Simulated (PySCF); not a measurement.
Isomers of C6H13NOSi, mass 143.077 u with the commonest isotopes. Level of theory: PBE0/pcSseg-1 in PySCF (dipole) on a GFN2-xTB geometry, gas phase. One conformer each, none proved a minimum here; rigid rotors.

Question: Order these by radius of gyration √(Σ m r²/M), smallest first.
A. `[CH2:1]=[N:2][SiH2:3][C@@H:4]([CH3:5])[CH2:6][C:7]([CH3:8])=[O:9]` with C1–N2–Si3–C4 -120°, N2–Si3–C4–C5 101°, Si3–C4–C6–C7 -48°, C4–C6–C7–C8 -153°
B. `[CH3:1][NH:2][C:3](=[O:4])[C@@H:5]([CH3:6])/[CH:7]=[CH:8]/[SiH3:9]` with C1–N2–C3–O4 -1°, N2–C3–C5–C6 180°, C3–C5–C7–C8 108°
C. `[CH2:1]=[CH:2][CH2:3]/[C:4](=[N:5]\[SiH3:6])[C@@H:7]([CH3:8])[OH:9]` with C1–C2–C3–C4 -112°, C2–C3–C4–N5 72°, C3–C4–C7–C8 70°, C4–C7–O9–H -19°
D. `[CH2:1]=[CH:2][CH2:3][N:4]([CH3:5])[Si@H:6]([OH:7])[CH:8]=[CH2:9]` with C1–C2–C3–N4 130°, C2–C3–N4–C5 -70°, C3–N4–Si6–O7 -37°, N4–Si6–O7–H -59°, N4–Si6–C8–C9 -100°

Answer: C (2.290 Å), A (2.362 Å), D (2.416 Å), B (2.583 Å).

Question: Order these by rotational constant C, smallest first.
A. `[CH2:1]=[CH:2][CH2:3][N:4]([CH3:5])[Si@H:6]([OH:7])[CH:8]=[CH2:9]` with C1–C2–C3–N4 130°, C2–C3–N4–C5 -70°, C3–N4–Si6–O7 -37°, N4–Si6–O7–H -59°, N4–Si6–C8–C9 -100°
B. `[CH2:1]=[N:2][SiH2:3][C@@H:4]([CH3:5])[CH2:6][C:7]([CH3:8])=[O:9]` with C1–N2–Si3–C4 -120°, N2–Si3–C4–C5 101°, Si3–C4–C6–C7 -48°, C4–C6–C7–C8 -153°
C. `[CH2:1]=[CH:2][CH2:3]/[C:4](=[N:5]\[SiH3:6])[C@@H:7]([CH3:8])[OH:9]` with C1–C2–C3–C4 -112°, C2–C3–C4–N5 72°, C3–C4–C7–C8 70°, C4–C7–O9–H -19°
D. `[CH3:1][NH:2][C:3](=[O:4])[C@@H:5]([CH3:6])/[CH:7]=[CH:8]/[SiH3:9]` with C1–N2–C3–O4 -1°, N2–C3–C5–C6 180°, C3–C5–C7–C8 108°

Answer: D (545.0 MHz), A (634.4 MHz), B (673.1 MHz), C (711.4 MHz).

Question: Order these by rotational constant B, smallest first.
A. `[CH2:1]=[CH:2][CH2:3]/[C:4](=[N:5]\[SiH3:6])[C@@H:7]([CH3:8])[OH:9]` with C1–C2–C3–C4 -112°, C2–C3–C4–N5 72°, C3–C4–C7–C8 70°, C4–C7–O9–H -19°
B. `[CH2:1]=[N:2][SiH2:3][C@@H:4]([CH3:5])[CH2:6][C:7]([CH3:8])=[O:9]` with C1–N2–Si3–C4 -120°, N2–Si3–C4–C5 101°, Si3–C4–C6–C7 -48°, C4–C6–C7–C8 -153°
C. `[CH3:1][NH:2][C:3](=[O:4])[C@@H:5]([CH3:6])/[CH:7]=[CH:8]/[SiH3:9]` with C1–N2–C3–O4 -1°, N2–C3–C5–C6 180°, C3–C5–C7–C8 108°

Answer: C (703.3 MHz), B (746.3 MHz), A (1073 MHz).

```json
{"SMILES": "C=N[SiH2][C@@H](C)CC(C)=O", "point group": "C1", "Ia (u·Å²)": "168.76", "Ib (u·Å²)": "677.14", "Ic (u·Å²)": "750.80", "κ": "-0.94", "μa (D)": "2.10", "μb (D)": "1.95", "μc (D)": "0.37"}
{"SMILES": "CNC(=O)[C@@H](C)/C=C/[SiH3]", "point group": "C1", "Ia (u·Å²)": "262.81", "Ib (u·Å²)": "718.62", "Ic (u·Å²)": "927.22", "κ": "-0.77", "μa (D)": "1.84", "μb (D)": "1.69", "μc (D)": "1.53"}
{"SMILES": "C=CC/C(=N\\[SiH3])[C@@H](C)O", "point group": "C1", "Ia (u·Å²)": "319.52", "Ib (u·Å²)": "471.18", "Ic (u·Å²)": "710.38", "κ": "-0.17", "μa (D)": "1.95", "μb (D)": "2.20", "μc (D)": "0.36"}
{"SMILES": "C=CCN(C)[Si@H](O)C=C", "point group": "C1", "Ia (u·Å²)": "205.17", "Ib (u·Å²)": "668.72", "Ic (u·Å²)": "796.68", "κ": "-0.87", "μa (D)": "0.46", "μb (D)": "1.14", "μc (D)": "1.12"}
```
